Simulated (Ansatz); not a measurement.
Geometry optimisation, Ansatz, RKS PBE-D4/def2-SVP.

input.yaml

```yaml
crystal:
  periodic: [false, false, false]
  atoms:
    - { symbol: Sn, position_ang: [-0.47301, 0.039631, -0.511611] }
    - { symbol: H, position_ang: [0.012666, -0.080838, 2.396441] }
    - { symbol: H, position_ang: [1.004221, -0.051025, 0.374409] }
    - { symbol: H, position_ang: [-0.566891, 1.510615, -1.404787] }
    - { symbol: H, position_ang: [-0.640608, -1.358464, -1.524541] }
    - { symbol: O, position_ang: [-2.076934, 0.1139, 0.656025] }
    - { symbol: H, position_ang: [-2.447587, -0.784087, 0.769727] }
    - { symbol: H, position_ang: [-0.708557, -0.019433, 2.390236] }
basis:
  gaussian: { orbitals: def2-SVP }
hamiltonian:
  xc: pbe
  dispersion: d4
relax:
  f_tol: 0.03
  max_steps: 50
```

Launched with:

```bash
$ ansatz run input.yaml --threads 1 --pin off --max-ram 2048MiB --backend cpu --events-out ev --progress --plain --runs-dir out
```

Task: Where does it end, and by what steps?

Result: The run converged. The force dipped under the threshold on the way, but the program's further checks kept it going. After 21 steps the energy has fallen by 0.226 eV; H2 moved furthest, 1.47 Å.

```json
{"step": "0", "energy less start (eV)": "0.0000", "largest force component (eV/Å)": "1.858", "accepted": "yes"}
{"step": "1", "energy less start (eV)": "-0.1279", "largest force component (eV/Å)": "0.295", "accepted": "yes"}
{"step": "2", "energy less start (eV)": "-0.1602", "largest force component (eV/Å)": "0.751", "accepted": "yes"}
{"step": "3", "energy less start (eV)": "-0.1947", "largest force component (eV/Å)": "0.129", "accepted": "yes"}
{"step": "4", "energy less start (eV)": "-0.2031", "largest force component (eV/Å)": "0.145", "accepted": "yes"}
{"step": "5", "energy less start (eV)": "-0.2109", "largest force component (eV/Å)": "0.336", "accepted": "yes"}
{"step": "6", "energy less start (eV)": "-0.2151", "largest force component (eV/Å)": "0.210", "accepted": "yes"}
{"step": "7", "energy less start (eV)": "-0.2157", "largest force component (eV/Å)": "0.300", "accepted": "yes"}
{"step": "8", "energy less start (eV)": "-0.2178", "largest force component (eV/Å)": "0.170", "accepted": "yes"}
{"step": "9", "energy less start (eV)": "-0.2203", "largest force component (eV/Å)": "0.009", "accepted": "yes"}
{"step": "10", "energy less start (eV)": "-0.2213", "largest force component (eV/Å)": "0.039", "accepted": "yes"}
{"step": "11", "energy less start (eV)": "-0.2219", "largest force component (eV/Å)": "0.167", "accepted": "yes"}
{"step": "12", "energy less start (eV)": "-0.2227", "largest force component (eV/Å)": "0.097", "accepted": "yes"}
{"step": "13", "energy less start (eV)": "-0.2234", "largest force component (eV/Å)": "0.034", "accepted": "yes"}
{"step": "14", "energy less start (eV)": "-0.2240", "largest force component (eV/Å)": "0.077", "accepted": "yes"}
{"step": "15", "energy less start (eV)": "-0.2238", "largest force component (eV/Å)": "0.135", "accepted": "no"}
{"step": "16", "energy less start (eV)": "-0.2247", "largest force component (eV/Å)": "0.074", "accepted": "yes"}
{"step": "17", "energy less start (eV)": "-0.2255", "largest force component (eV/Å)": "0.013", "accepted": "yes"}
{"step": "18", "energy less start (eV)": "-0.2259", "largest force component (eV/Å)": "0.036", "accepted": "yes"}
{"step": "19", "energy less start (eV)": "-0.2260", "largest force component (eV/Å)": "0.030", "accepted": "yes"}
{"step": "20", "energy less start (eV)": "-0.2263", "largest force component (eV/Å)": "0.022", "accepted": "yes"}
{"step": "21", "energy less start (eV)": "-0.2264", "largest force component (eV/Å)": "0.018", "accepted": "yes"}
```

```xyz
8
Properties=species:S:1:pos:R:3
Sn -0.436 -0.032 -0.928
H -0.720 0.389 3.575
H 1.170 -0.544 -0.527
H -0.540 1.656 -1.239
H -1.082 -0.986 -2.224
O -1.637 -0.239 0.689
H -1.689 -1.178 0.954
H -0.962 0.305 2.845
```

Whether the end is a true minimum wasn't checked by a vibrational analysis.

Time of the run: 39 s on 1 thread of AMD EPYC 7R43 64-Core Processor (Zen 3), with other jobs on the host, peak memory 0.13 GiB.
